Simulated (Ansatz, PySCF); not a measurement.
Sn(Me)(OH)3 (CH6O3Sn), SMILES [OH][Sn]([OH])([CH3])[OH]. Atoms are numbered in the order given.

```xyz
11

C      2.1697    -0.3244    -0.2131
Sn     0.0658    -0.0087    -0.0064
O     -0.9796    -0.8325    -1.4900
O     -0.4187     1.9246     0.0103
O     -0.6603    -0.7797     1.6821
H      2.3775    -0.6413    -1.2437
H      2.6894     0.6174     0.0077
H      2.4789    -1.1047     0.4948
H     -1.6935    -1.3809    -1.1329
H     -1.1221     2.0995    -0.6320
H     -1.1805    -0.1154     2.1574
```

Coordinates come from a B3LYP-D3(BJ)/def2-SVP optimisation. The structure was generated by enumeration; whether it is a known compound was not checked. The def2 effective core potentials stand for the cores of Sn; spin–orbit coupling is left out. Other conformers were not sampled.

Two levels are set side by side: PBE-D3(BJ)/def2-SVP (Ansatz, a program for electronic structure) and B3LYP-D3(BJ)/def2-SVP (Ansatz). Each level has its own optimised geometry; the coordinates shown are those of the second. Frequencies come from the Hessian of PySCF at each geometry. Differences are taken from unrounded values.

```tsv
quantity	B3LYP-D3(BJ)
mean bond length (Å)	1.432
bond C1–Sn2 (Å)	2.137
bond Sn2–O3 (Å)	1.993
bond Sn2–O4 (Å)	1.993
bond Sn2–O5 (Å)	1.993
bond C1–H6 (Å)	1.098
bond C1–H7 (Å)	1.098
bond C1–H8 (Å)	1.098
bond O3–H9 (Å)	0.968
bond O4–H10 (Å)	0.968
bond O5–H11 (Å)	0.968
highest harmonic wavenumber (cm⁻¹)	3816
mean harmonic wavenumber (cm⁻¹)	1214
zero-point energy (kcal/mol)	46.87
```

Problem. What does PBE-D3(BJ) give, and how far is it from B3LYP-D3(BJ)? (An estimate is asked for; the answer gives what the named calculation found.)

Solution. 
```
quantity                            PBE-D3(BJ)  PBE-D3(BJ) minus B3LYP-D3(BJ)
----------------------------------  ----------  -----------------------------
mean bond length (Å)                     1.443                          0.011
bond C1–Sn2 (Å)                          2.143                          0.006
bond Sn2–O3 (Å)                          2.011                          0.018
bond Sn2–O4 (Å)                          2.011                          0.018
bond Sn2–O5 (Å)                          2.011                          0.018
bond C1–H6 (Å)                           1.105                          0.007
bond C1–H7 (Å)                           1.105                          0.007
bond C1–H8 (Å)                           1.105                          0.007
bond O3–H9 (Å)                           0.978                          0.009
bond O4–H10 (Å)                          0.978                          0.009
bond O5–H11 (Å)                          0.978                          0.009
highest harmonic wavenumber (cm⁻¹)        3698                           -118
mean harmonic wavenumber (cm⁻¹)           1183                            -31
zero-point energy (kcal/mol)             45.66                          -1.21
```

Exact exchange shortens and stiffens bonds; PBE has none. Differences between two approximate levels are no errors against the true value.
